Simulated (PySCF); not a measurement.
fulvene (C₆H₆), SMILES C1=CC=CC1=C. Atoms are numbered in the order given.

```xyz
12

C      0.0000     0.0000     2.1012
C      0.0000     0.0000     0.7567
C      0.0000    -1.1773    -0.1237
C      0.0000    -0.7349    -1.4036
C      0.0000     0.7349    -1.4036
C      0.0000     1.1773    -0.1237
H      0.0000     0.9345     2.6688
H      0.0000    -0.9345     2.6688
H      0.0000    -2.2102     0.2233
H      0.0000    -1.3542    -2.3018
H      0.0000     1.3542    -2.3018
H      0.0000     2.2102     0.2233
```

Geometry: PBE0-D3(BJ)/def2-SVP.

Calculation: B3LYP/pcSseg-1 (PySCF).

GIAO shieldings, no solvent; atoms alike by connectivity are averaged. δ = σ(ref) − σ: ¹³C against TMS (σ = 181.3 ppm); ¹H against TMS (σ = 31.68 ppm), references at their B3LYP-D3(BJ)/def2-TZVP geometries, non-relativistic.

Problem. Estimate the chemical shifts. (The exact figures need the calculation; the answer reports its results.)

Solution. 
| nucleus | atoms | count | δ (ppm) |
|---|---|---|---|
| ¹³C | C2 | 1 | 163.6 |
| ¹³C | C4, C5 | 2 | 143.8 |
| ¹³C | C1 | 1 | 134.5 |
| ¹³C | C3, C6 | 2 | 132.8 |
| ¹H | H10, H11 | 2 | 6.78 |
| ¹H | H9, H12 | 2 | 6.47 |
| ¹H | H7, H8 | 2 | 6.23 |
